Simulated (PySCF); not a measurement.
Mg(Et)(OMe) (C3H8MgO), SMILES C[CH2][Mg][O]C.

Coordinates come from a PBE-D3(BJ)/def2-SVP optimisation. The structure was generated by enumeration; whether it is a known compound was not checked. The values are those of a single conformer.

All values below come from PBE-D3(BJ)/def2-SVP run with PySCF.

Frequencies are harmonic and unscaled.

A small imaginary wavenumber (i) marks a very flat motion, where grid noise or a shallow saddle decides the sign.

```tsv
mode	ν (cm⁻¹)	IR (km/mol)	moving atoms (share of kinetic energy)
1	17i	0.0	H 93 %
2	60	0.3	C 42 %, Mg 27 %, H 25 %
3	72	0.0	H 33 %, C 29 %, O 20 %, Mg 18 %
4	105	19.6	O 58 %, C 16 %, H 15 %, Mg 11 %
5	118	32.6	O 44 %, Mg 33 %, H 21 %
6	221	41.2	C 43 %, Mg 36 %, H 14 %
7	230	12.3	H 79 %, C 10 %, Mg 10 %
8	401	8.7	C 67 %, H 20 %, O 12 %
9	548	57.7	H 80 %, C 18 %
10	662	41.2	Mg 63 %, C 25 %
11	888	7.6	H 93 %
12	919	10.5	H 90 %, C 10 %
13	1002	10.0	C 82 %, H 18 %
14	1123	36.3	H 66 %, C 34 %
15	1145	0.2	H 76 %, C 20 %
16	1145	0.2	H 76 %, C 20 %
17	1199	6.4	H 76 %, C 24 %
18	1246	386.2	O 58 %, C 37 %
19	1343	7.7	H 83 %, C 17 %
20	1383	0.3	H 91 %, C 9 %
21	1420	0.0	H 97 %
22	1420	0.2	H 97 %
23	1421	1.6	H 97 %
24	1432	5.8	H 97 %
25	1432	54.4	H 88 %, C 11 %
26	2865	224.4	H 98 %
27	2923	69.4	H 91 %, C 9 %
28	2923	68.9	H 91 %, C 9 %
29	2935	64.2	H 97 %
30	2954	14.9	H 95 %
31	2999	4.9	H 91 %, C 9 %
32	3006	28.7	H 91 %, C 9 %
33	3032	33.1	H 91 %, C 9 %
```
